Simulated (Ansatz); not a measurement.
Input for Ansatz (a program for electronic structure): U-PBE/cc-pV(T+d)Z on AlN, 2S+1 = 3, a point of a bond scan (R = 3.585 Å). Files ending in .json are basis or fitting sets from the Basis Set Exchange.

Ansatz 0.2 input:
```yaml
crystal:
  periodic: [false, false, false]
  atoms:
    - {symbol: Al, position_ang: [-0.00000000, -0.00000000, -0.62738212]}
    - {symbol: N, position_ang: [0.00000000, 0.00000000, 2.95765856]}
basis:
  gaussian:
    orbitals: cc-pV_T+d_Z.json
hamiltonian:
  xc: {name: PBE}
magnetization: {spin_polarized: true, initial_magnetization: 2}
```

Task: Give the final energy of this run.

Result: -296.7794 hartree. Its determinant has ⟨S²⟩ = 2.56, a mixture of spin states.

Task: How many basis functions does it have, and what does it roughly cost on one machine?

Result: 69 functions; roughly 6 core-seconds.
